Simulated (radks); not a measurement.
Results of a calculation; reference values are marked as such.
Removal energies from the caesium ion Cs3+, [Kr] 4d10 5s2 5p4, by Delta-SCF beside the eigenvalue of the level emptied. Code: a radial shooting solver on a logarithmic mesh with Libxc functionals. Model: scalar-relativistic Kohn-Sham, PBE, spin-polarised, spherical densities, finite nucleus; Fermi nuclear charge, rms radius of each element as measured or else 0.836 A^(1/3) + 0.57 fm. Open shells are filled with parallel spins first.

removed from             final configuration  Delta-SCF (eV)  -eigenvalue (eV)
5p                         [Kr] 4d10 5s2 5p3          43.743            38.521
5s                         [Kr] 4d10 5s1 5p4          58.931            53.022
4d                          [Kr] 4d9 5s2 5p4          113.91            103.62
4p            [Ar] 3d10 4s2 4p5 4d10 5s2 5p4          201.42            190.35
